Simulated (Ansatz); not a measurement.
In(Br)(OH)2 (BrH2InO2), SMILES [OH][In]([OH])[Br].

Geometry optimised at B3LYP-D3(BJ)/def2-SVP. The def2 effective core potentials stand for the cores of In; spin–orbit coupling is left out. Other conformers were not sampled.

Two levels are set side by side: PBE/def2-SVPD (Ansatz, an electronic-structure program) and CAM-B3LYP/def2-SVPD (Ansatz). Energy differences of separate SCF runs at the same geometry; the states with an electron removed or added have multiplicity 2 and 2. Differences are taken from unrounded values.

| quantity | CAM-B3LYP |
|---|---|
| vertical ionisation energy (eV) | 11.09 |
| vertical electron affinity (eV) | 1.05 |
| vertical singlet–triplet gap (eV) | 4.64 |

Problem. What does PBE give, and how far is it from CAM-B3LYP? (Estimate from the structure and the level; the computed values follow.)

Solution. 
| quantity | PBE | PBE minus CAM-B3LYP |
|---|---|---|
| vertical ionisation energy (eV) | 10.18 | -0.90 |
| vertical electron affinity (eV) | 1.10 | 0.05 |
| vertical singlet–triplet gap (eV) | 3.77 | -0.87 |
